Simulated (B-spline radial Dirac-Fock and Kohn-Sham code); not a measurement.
# EELS cross sections of the Lu L1 edge

System: the free lutetium atom, 1s2 2s2 2p6 3s2 3p6 3d10 4s2 4p6 4d10 4f14 5s2 5p6 5d1 6s2. The computed values come from a radial B-spline solver: the first Born approximation with generalised oscillator strengths from a Dirac-Hartree-Slater potential (longitudinal and transverse terms; continuum final states only, so no white lines or fine structure). The edge is taken at 10870.0 eV (tabulated value).

Generalised oscillator strength df/dE of the whole subshell in 10⁻³ per eV, against momentum transfer:

| q (1/a₀) | 10 eV above | 40 eV above | 100 eV above | 150 eV above |
| --- | --- | --- | --- | --- |
| 0.0400 | 0.0987 | 0.0992 | 0.0982 | 0.0975 |
| 0.0695 | 0.0987 | 0.0992 | 0.0982 | 0.0975 |
| 0.121 | 0.0987 | 0.0992 | 0.0982 | 0.0975 |
| 0.210 | 0.0987 | 0.0992 | 0.0982 | 0.0975 |
| 0.365 | 0.0987 | 0.0993 | 0.0982 | 0.0975 |
| 0.634 | 0.0987 | 0.0993 | 0.0982 | 0.0975 |
| 1.10 | 0.0988 | 0.0993 | 0.0982 | 0.0975 |
| 1.91 | 0.0990 | 0.0994 | 0.0984 | 0.0976 |
| 3.33 | 0.0995 | 0.0998 | 0.0988 | 0.0980 |
| 5.78 | 0.101 | 0.101 | 0.100 | 0.0994 |
| 10.0 | 0.106 | 0.106 | 0.105 | 0.105 |
| 17.5 | 0.107 | 0.110 | 0.110 | 0.110 |
| 30.3 | 0.0605 | 0.0613 | 0.0622 | 0.0627 |

As q goes to zero the values tend to the optical oscillator strength. At 150 eV above the edge the largest value on this grid is at q = 17.5 per a₀; a free electron at rest would take up the loss of 11020 eV at q = 28.5 per a₀, where the Bethe ridge forms once the loss is well above the edge energy.
